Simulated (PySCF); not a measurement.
PySCF input (TPSS/def2-TZVPD):

```python
from pyscf import gto, scf, dft

mol = gto.M(
    atom='''
    Pb   -0.00401327   -0.00597620    0.77553755
    Br    1.13908989   -1.67066389   -0.91554448
    Br   -1.12968736    1.68466528   -0.90142922
    ''',
    basis='def2-tzvpd',
    ecp='def2-tzvp',
    charge=0,
    spin=0,
    verbose=4,
)

mf = dft.RKS(mol, xc='tpss').density_fit(auxbasis='def2-universal-jkfit')
mf.grids.level = 3
mf.conv_tol = 1e-9
mf.max_cycle = 100
mf.max_memory = 1500
mf.kernel()
if not mf.converged:
    mf = mf.newton()
    mf.kernel(mf.make_rdm1())
mf.analyze()
```

End of the output:

```
Extra cycle  E= -5341.07672018488  delta_E= 2.27e-11  |g|= 1.28e-05  |ddm|= 1.95e-05
converged SCF energy = -5341.07672018488
**** SCF Summaries ****
Total Energy =                       -5341.076720184884834
Nuclear Repulsion Energy =             469.440927590655008
One-electron Energy =                -8438.630453396803205
Two-electron Energy =                 2628.112805621263306
Two-electron Coulomb Energy =         2826.539942357762357
DFT Exchange-Correlation Energy =     -198.427136736499165
HOMO-LUMO gap [eV] =                     2.995704442616241
**** MO energy ****
MO #1   energy= -481.711653184674  occ= 2
MO #2   energy= -481.711652076325  occ= 2
MO #3   energy= -61.928732334047   occ= 2
MO #4   energy= -61.9287302846228  occ= 2
MO #5   energy= -55.7620732462647  occ= 2
MO #6   energy= -55.7620683763414  occ= 2
MO #7   energy= -55.7608052929066  occ= 2
MO #8   energy= -55.7608041371576  occ= 2
MO #9   energy= -55.7601995458591  occ= 2
MO #10  energy= -55.7601982531988  occ= 2
MO #11  energy= -8.45885567007137  occ= 2
MO #12  energy= -8.45885255248805  occ= 2
MO #13  energy= -6.29945766522895  occ= 2
MO #14  energy= -6.29945301578619  occ= 2
MO #15  energy= -6.29553979698225  occ= 2
MO #16  energy= -6.29553669947752  occ= 2
MO #17  energy= -6.29372445609571  occ= 2
MO #18  energy= -6.29372321917384  occ= 2
MO #19  energy= -5.39754556749706  occ= 2
MO #20  energy= -3.26794157603722  occ= 2
MO #21  energy= -3.26056203216326  occ= 2
MO #22  energy= -3.26035505566967  occ= 2
MO #23  energy= -2.4670597022667   occ= 2
MO #24  energy= -2.46704216185877  occ= 2
MO #25  energy= -2.46614520507062  occ= 2
MO #26  energy= -2.46612982496449  occ= 2
MO #27  energy= -2.46480497321501  occ= 2
MO #28  energy= -2.46480383050469  occ= 2
MO #29  energy= -2.46191554271233  occ= 2
MO #30  energy= -2.46191343972049  occ= 2
MO #31  energy= -2.46180154335729  occ= 2
MO #32  energy= -2.46179692354726  occ= 2
MO #33  energy= -0.835223074490329 occ= 2
MO #34  energy= -0.830997189559087 occ= 2
MO #35  energy= -0.830670969097039 occ= 2
MO #36  energy= -0.830592819241437 occ= 2
MO #37  energy= -0.824438193310512 occ= 2
MO #38  energy= -0.698335340241491 occ= 2
MO #39  energy= -0.683478028266118 occ= 2
MO #40  energy= -0.487447384318983 occ= 2
MO #41  energy= -0.305259730452092 occ= 2
MO #42  energy= -0.282043589081022 occ= 2
MO #43  energy= -0.273563469490883 occ= 2
MO #44  energy= -0.259545353487204 occ= 2
MO #45  energy= -0.251612128800549 occ= 2
MO #46  energy= -0.250883008353377 occ= 2
MO #47  energy= -0.140792899734344 occ= 0
MO #48  energy= -0.0775818541971349 occ= 0
MO #49  energy= -0.0638504094380965 occ= 0
MO #50  energy= -0.00967948233945126 occ= 0
MO #51  energy= 0.0284583615724289 occ= 0
MO #52  energy= 0.0293482846477437 occ= 0
MO #53  energy= 0.0330776623963693 occ= 0
MO #54  energy= 0.0371120259541832 occ= 0
MO #55  energy= 0.0431795827140325 occ= 0
MO #56  energy= 0.0491000956041849 occ= 0
MO #57  energy= 0.0516202104959243 occ= 0
MO #58  energy= 0.0636056089305149 occ= 0
MO #59  energy= 0.0741988517200737 occ= 0
MO #60  energy= 0.0789040282344092 occ= 0
MO #61  energy= 0.0945633651059551 occ= 0
MO #62  energy= 0.105851597961143  occ= 0
MO #63  energy= 0.117590436111267  occ= 0
MO #64  energy= 0.119219526107934  occ= 0
MO #65  energy= 0.135084553693434  occ= 0
MO #66  energy= 0.135780239398804  occ= 0
MO #67  energy= 0.161076916324776  occ= 0
MO #68  energy= 0.162098064783694  occ= 0
MO #69  energy= 0.17455544920836   occ= 0
MO #70  energy= 0.179560569498214  occ= 0
MO #71  energy= 0.180420875933627  occ= 0
MO #72  energy= 0.180715434835999  occ= 0
MO #73  energy= 0.182231286478112  occ= 0
MO #74  energy= 0.210484974059115  occ= 0
MO #75  energy= 0.240616047577792  occ= 0
MO #76  energy= 0.252843829085554  occ= 0
MO #77  energy= 0.258487278334793  occ= 0
MO #78  energy= 0.275605705554092  occ= 0
MO #79  energy= 0.28386523842305   occ= 0
MO #80  energy= 0.308985220518482  occ= 0
MO #81  energy= 0.329047810749356  occ= 0
MO #82  energy= 0.345367564253647  occ= 0
MO #83  energy= 0.366918585379069  occ= 0
MO #84  energy= 0.373065254127578  occ= 0
MO #85  energy= 0.387915575452178  occ= 0
MO #86  energy= 0.402152551825249  occ= 0
MO #87  energy= 0.431105812780979  occ= 0
MO #88  energy= 0.432517432826324  occ= 0
MO #89  energy= 0.438890459742041  occ= 0
MO #90  energy= 0.446479824161775  occ= 0
MO #91  energy= 0.447948110291567  occ= 0
MO #92  energy= 0.463952180836061  occ= 0
MO #93  energy= 0.466114969440895  occ= 0
MO #94  energy= 0.471621851337833  occ= 0
MO #95  energy= 0.485190148599455  occ= 0
MO #96  energy= 0.509548199724862  occ= 0
MO #97  energy= 0.576419449275049  occ= 0
MO #98  energy= 0.603101548113415  occ= 0
MO #99  energy= 0.604998787187834  occ= 0
MO #100 energy= 0.651483315806616  occ= 0
MO #101 energy= 0.664454126950501  occ= 0
MO #102 energy= 0.673309506741231  occ= 0
MO #103 energy= 0.706904317781411  occ= 0
MO #104 energy= 0.721521223197104  occ= 0
MO #105 energy= 0.743398285844825  occ= 0
MO #106 energy= 0.753667165745459  occ= 0
MO #107 energy= 0.773328272469088  occ= 0
[...]
```
